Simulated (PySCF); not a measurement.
`CS[Si]1(C)CC=CC1`: 4 charge schemes on one density

Compound: C6H12SSi.
Cartesian coordinates in Å at the GFN2-xTB level; atoms count from 1:
```xyz
20
C6H12SSi angstrom
C      2.4682   -1.0518   -0.1791
S      2.1979    0.6642    0.3719
Si     0.0474    0.8054    0.1309
C     -0.4357    2.5866    0.5546
C     -0.5359    0.1598   -1.5741
C     -1.2067   -1.1418   -1.2520
C     -1.3626   -1.4914    0.0135
C     -0.8647   -0.5768    1.0923
H      1.8233   -1.7236    0.3767
H      3.5091   -1.2832    0.0186
H      2.2663   -1.1301   -1.2421
H     -1.5127    2.7133    0.5423
H     -0.0040    3.2812   -0.1578
H     -0.0721    2.8584    1.5393
H      0.2652    0.0050   -2.2984
H     -1.2497    0.8331   -2.0512
H     -1.5497   -1.7591   -2.0699
H     -1.8419   -2.4150    0.3049
H     -1.7096   -0.1979    1.6695
H     -0.2374   -1.1254    1.7973
```

Density: PBE0/pcSseg-1 (PySCF); schemes: Mulliken, IAO, Hirshfeld and ESP-fitted. Isolated species at its GFN2-xTB geometry (one conformer only).

Task: Give the atomic charges in each scheme.

Result: In e; atoms taken as equivalent share a row and are averaged (×n: the atom named and its like, n in all):

```json
{"atom": "C1", "environment": "S-methyl carbon", "Mulliken": "-0.384", "IAO": "-0.492", "Hirshfeld": "-0.117", "ESP-fitted": "-0.580"}
{"atom": "S2", "environment": "sulfur bonded to C and Si", "Mulliken": "-0.324", "IAO": "-0.197", "Hirshfeld": "-0.116", "ESP-fitted": "-0.254"}
{"atom": "Si3", "environment": "four-coordinate silicon", "Mulliken": "+0.993", "IAO": "+0.970", "Hirshfeld": "+0.380", "ESP-fitted": "+0.469"}
{"atom": "C4", "environment": "Si-methyl carbon", "Mulliken": "-0.616", "IAO": "-0.716", "Hirshfeld": "-0.211", "ESP-fitted": "-0.733"}
{"atom": "C5/C8", "environment": "sp3 carbon bound to silicon", "Mulliken": "-0.522", "IAO": "-0.560", "Hirshfeld": "-0.169", "ESP-fitted": "-0.171"}
{"atom": "C6/C7", "environment": "alkene CH carbon", "Mulliken": "-0.159", "IAO": "-0.155", "Hirshfeld": "-0.055", "ESP-fitted": "-0.170"}
{"atom": "H9/H10/H11", "environment": "methyl hydrogen", "Mulliken": "+0.154", "IAO": "+0.159", "Hirshfeld": "+0.045", "ESP-fitted": "+0.214"}
{"atom": "H12/H13/H14", "environment": "methyl hydrogen", "Mulliken": "+0.147", "IAO": "+0.163", "Hirshfeld": "+0.046", "ESP-fitted": "+0.201"}
{"atom": "H15/H20", "environment": "methylene hydrogen", "Mulliken": "+0.151", "IAO": "+0.151", "Hirshfeld": "+0.037", "ESP-fitted": "+0.070"}
{"atom": "H16/H19", "environment": "methylene hydrogen", "Mulliken": "+0.151", "IAO": "+0.155", "Hirshfeld": "+0.040", "ESP-fitted": "+0.090"}
{"atom": "H17/H18", "environment": "vinylic hydrogen", "Mulliken": "+0.092", "IAO": "+0.144", "Hirshfeld": "+0.042", "ESP-fitted": "+0.109"}
```

Mean size of the charges over all atoms: IAO 0.284 e, Mulliken 0.269 e, ESP-fitted 0.225 e, Hirshfeld 0.089 e. Each set sums to the total charge, 0, to within 0.001 e. The IAO scheme projects the occupied orbitals on a minimal set of polarised atomic orbitals and counts the electrons in each atom's part of it. The ESP scheme fits charges at the nuclei, held to the total charge, to the electrostatic potential on points at 1.4 to 2.0 times the van der Waals radii.

Some averages cover members that differ in this geometry: C5/C8, ESP-fitted -0.222 to -0.121; C6/C7, ESP-fitted -0.202 to -0.139; H9/H10/H11, ESP-fitted +0.193 to +0.247; H15/H20, ESP-fitted +0.056 to +0.085 e.

Lowest charge. All schemes agree: Mulliken C4 (-0.616); IAO C4 (-0.716); Hirshfeld C4 (-0.211); ESP-fitted C4 (-0.733).

Highest charge. All schemes agree: Mulliken Si3 (+0.993); IAO Si3 (+0.970); Hirshfeld Si3 (+0.380); ESP-fitted Si3 (+0.469).

Task: How many electrons does the Hirshfeld scheme count on C5?

Result: Its own charge is -0.169 e, so Z − q = 6.168.

Task: How closely do the schemes follow one another over all atoms?

Result: Correlation coefficient and root-mean-square difference: Mulliken with Hirshfeld 0.99, 0.229 e; Mulliken with IAO 0.99, 0.049 e; IAO with Hirshfeld 0.98, 0.248 e; IAO with ESP-fitted 0.89, 0.175 e; Mulliken with ESP-fitted 0.87, 0.177 e; Hirshfeld with ESP-fitted 0.85, 0.190 e.

The run behind these numbers computed NMR shieldings as well. Time: 54 s of wall time. Hardware: one thread of an Arm Neoverse V1, shared host.
